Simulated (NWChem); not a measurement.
All runs are NWChem calculations. System: ClTl, charge 0, spin multiplicity 1, displaced from the optimised geometry. The structure started from a generated list of species. Level: CCSD(T)/def2-SVP with def2 effective core potentials on Tl, 9 core orbitals frozen, spin-restricted.

Input file:

```
start mol
memory heap 100 mb stack 700 mb global 1900 mb
geometry units angstroms nocenter noautoz noautosym
  Tl     0.000000     0.000000    -0.437060
  Cl     0.000000     0.000000     1.880900
end
basis spherical
  * library def2-svp
end
ecp
  Tl library def2-ecp
end
scf
  rhf
  nopen 0
  maxiter 100
  thresh 1e-7
  semidirect memsize 60000000 filesize 0
end
ccsd
  freeze core 9
  maxiter 60
end
task ccsd(t) energy
```

NWChem printed:

```
             Northwest Computational Chemistry Package (NWChem) 7.3.0
             --------------------------------------------------------

                                NWChem Input Module
                                -------------------

 Scaling coordinates for geometry "geometry" by  1.889725989
 (inverse scale =  0.529177249)

                             Geometry "geometry" -> ""
                             -------------------------

 Output coordinates in angstroms (scale by  1.889725989 to convert to a.u.)

  No.       Tag          Charge          X              Y              Z
 ---- ---------------- ---------- -------------- -------------- --------------
    1 Tl                  81.0000     0.00000000     0.00000000    -0.43706000
    2 Cl                  17.0000     0.00000000     0.00000000     1.88090000

 Effective nuclear repulsion energy (a.u.)     314.3613659738

            Nuclear Dipole moment (a.u.)
            ----------------------------
        X                 Y               Z
 ---------------- ---------------- ----------------
     0.0000000000     0.0000000000    -6.4752594834


 Summary of "ao basis" -> "" (spherical)
 ------------------------------------------------------------------------------
       Tag                 Description            Shells   Functions and Types
 ---------------- ------------------------------  ------  ---------------------
 *                          def2-svp                  on all atoms

 Summary of "ao basis" -> "ao basis" (spherical)
 ------------------------------------------------------------------------------
       Tag                 Description            Shells   Functions and Types
 ---------------- ------------------------------  ------  ---------------------
 Tl                         def2-svp                10       26   4s4p2d
 Cl                         def2-svp                 8       18   4s3p1d

                                 NWChem SCF Module
                                 -----------------

  ao basis        = "ao basis"
  functions       =    44
  atoms           =     2
  closed shells   =    19
  open shells     =     0
  charge          =   0.00
  wavefunction    = RHF
  use symmetry    = F
  symmetry adapt  = F

 Summary of "ao basis" -> "ao basis" (spherical)
 ------------------------------------------------------------------------------
       Tag                 Description            Shells   Functions and Types
 ---------------- ------------------------------  ------  ---------------------
 Tl                         def2-svp                10       26   4s4p2d
 Cl                         def2-svp                 8       18   4s3p1d

 Forming initial guess at       0.1s

      Superposition of Atomic Density Guess
      -------------------------------------

 Sum of atomic energies:        -654.56054890

      Non-variational initial energy
      ------------------------------

 Total energy =    -630.901610
 1-e energy   =   -1098.984127
 2-e energy   =     386.581422
 HOMO         =      -0.297231
 LUMO         =       0.010619

 Starting SCF solution at       0.4s

 ----------------------------------------------
         Quadratically convergent ROHF

 Convergence threshold     :          1.000E-07
 Maximum no. of iterations :          100
 Final Fock-matrix accuracy:          1.000E-09
 ----------------------------------------------

              iter       energy          gnorm     gmax       time
             ----- ------------------- --------- --------- --------
[...]
   7     -0.2189975074 -2.339D-06  5.768D-05     0.95     0.00     0.91
   8     -0.2189959477  1.560D-06  2.294D-05     0.95     0.00     0.91
   9     -0.2189973631 -1.415D-06  1.908D-05     0.96     0.00     0.92
  10     -0.2189976091 -2.461D-07  2.199D-06     0.94     0.00     0.90
  11     -0.2189977254 -1.162D-07  7.522D-07     0.94     0.00     0.90
                  *************converged*************
-------------------------------------------------------------------------

 -----------
 CCSD Energy
 -----------
 Reference energy:            -630.934680522371082
 CCSD corr. energy:             -0.218997725360710
 Total CCSD energy:           -631.153678247731818

 --------------------------------
 Spin Component Scaled (SCS) CCSD
 --------------------------------
 Same spin contribution:                 -0.050666231112607
 Same spin scaling factor:                1.130000000000000
 Opposite spin contribution:             -0.168331494248102
 Opposite spin scaling fact.:             1.270000000000000
 SCS-CCSD correlation energy:            -0.271033838852336
 Total SCS-CCSD energy:                -631.205714361223386
 memory            104846540

*********triples calculation*********

nkpass=    1; nvpass=    1; memdrv=          46150; memtrn=         509392; memavail=      104846276
 memory available/node                      104846276
 total number of virtual orbitals        25
 number of virtuals per integral pass    25
 number of integral evaluations           1
 number of occupied per triples pass     10
 number of triples passes                 1

 commencing integral evaluation        1 at          11.42
  symmetry use  F
task         2 out of       171 done   1%  at       0.1 secs
task         9 out of       171 done   5%  at       0.2 secs
task        18 out of       171 done  10%  at       0.4 secs
task        26 out of       171 done  15%  at       0.5 secs
task        35 out of       171 done  20%  at       0.5 secs
task        43 out of       171 done  25%  at       0.6 secs
task        52 out of       171 done  30%  at       0.7 secs
task        60 out of       171 done  35%  at       0.7 secs
task        69 out of       171 done  40%  at       0.7 secs
task        77 out of       171 done  45%  at       0.8 secs
task        86 out of       171 done  50%  at       0.8 secs
task        95 out of       171 done  55%  at       0.9 secs
task       103 out of       171 done  60%  at       0.9 secs
task       112 out of       171 done  65%  at       1.0 secs
task       120 out of       171 done  70%  at       1.0 secs
task       129 out of       171 done  75%  at       1.0 secs
task       137 out of       171 done  80%  at       1.0 secs
task       146 out of       171 done  85%  at       1.1 secs
task       154 out of       171 done  90%  at       1.1 secs
task       163 out of       171 done  95%  at       1.1 secs
task       171 out of       171 done 100%  at       1.1 secs
 commencing triples evaluation - blocking       1
 ccsd(t): done        1 out of       25 progress:    4.0%
 ccsd(t): done        2 out of       25 progress:    8.0%
 ccsd(t): done        3 out of       25 progress:   12.0%
 ccsd(t): done        4 out of       25 progress:   16.0%
 ccsd(t): done        5 out of       25 progress:   20.0%
 ccsd(t): done        6 out of       25 progress:   24.0%
 ccsd(t): done        7 out of       25 progress:   28.0%
 ccsd(t): done        8 out of       25 progress:   32.0%
 ccsd(t): done        9 out of       25 progress:   36.0%
 ccsd(t): done       10 out of       25 progress:   40.0%
 ccsd(t): done       11 out of       25 progress:   44.0%
 ccsd(t): done       12 out of       25 progress:   48.0%
 ccsd(t): done       13 out of       25 progress:   52.0%
 ccsd(t): done       14 out of       25 progress:   56.0%
 ccsd(t): done       15 out of       25 progress:   60.0%
 ccsd(t): done       16 out of       25 progress:   64.0%
 ccsd(t): done       17 out of       25 progress:   68.0%
 ccsd(t): done       18 out of       25 progress:   72.0%
 ccsd(t): done       19 out of       25 progress:   76.0%
 ccsd(t): done       20 out of       25 progress:   80.0%
 ccsd(t): done       21 out of       25 progress:   84.0%
 ccsd(t): done       22 out of       25 progress:   88.0%
 ccsd(t): done       23 out of       25 progress:   92.0%
 ccsd(t): done       24 out of       25 progress:   96.0%
 ccsd(t): done       25 out of       25 progress:  100.0%
 Time for integral evaluation pass     1        1.14
 Time for triples evaluation pass      1        0.42

 pseudo-e(mp4)  -0.61424136159874E-02
 pseudo-e(mp5)   0.34317794217995E-03
        e(t)    -0.57992356738074E-02

 --------------
 CCSD(T) Energy
 --------------
 Reference energy:                    -630.934680522371082

 CCSD corr. energy:                     -0.218997725360710
 T(CCSD) corr. energy:                  -0.006142413615987
 Total CCSD+T(CCSD) energy:           -631.159820661347794

 CCSD corr. energy:                     -0.218997725360710
 (T) corr. energy:                      -0.005799235673807
 Total CCSD(T) energy:                -631.159477483405567

 routine      calls  cpu(0)   cpu-min  cpu-ave  cpu-max   i/o
 aoccsd          1     0.01     0.01     0.01     0.01    0.00
 iterdrv         1     0.01     0.01     0.01     0.01    0.00
 pampt          11     0.04     0.04     0.04     0.04    0.00
 t2pm           11     0.07     0.07     0.07     0.07    0.00
 sxy            11     0.09     0.09     0.09     0.09    0.00
 ints       319869     8.60     8.60     8.60     8.60    0.00
 t2eri        1881     0.89     0.89     0.89     0.89    0.00
 idx2         1881     0.29     0.29     0.29     0.29    0.00
 idx34          11     0.03     0.03     0.03     0.03    0.00
 ht2pm          11     0.08     0.08     0.08     0.08    0.00
 itm            11     0.28     0.28     0.28     0.28    0.00
 pdiis          11     0.01     0.01     0.01     0.01    0.00
 triples         1     0.00     0.00     0.00     0.00    0.00
 rdtrpo          1     0.00     0.00     0.00     0.00    0.00
 trpmos          1     1.14     1.14     1.14     1.14    0.00
 trpdrv          1     0.06     0.06     0.06     0.06    0.00
 dovvv       27500     0.11     0.11     0.11     0.11    0.00
 doooo       27500     0.07     0.07     0.07     0.07    0.00
 tengy       25000     0.15     0.15     0.15     0.15    0.00
 Total                11.94    11.94    11.94    11.94    0.00

 Task  times  cpu:       13.4s     wall:       13.4s

 Total times  cpu:       13.5s     wall:       13.5s
```
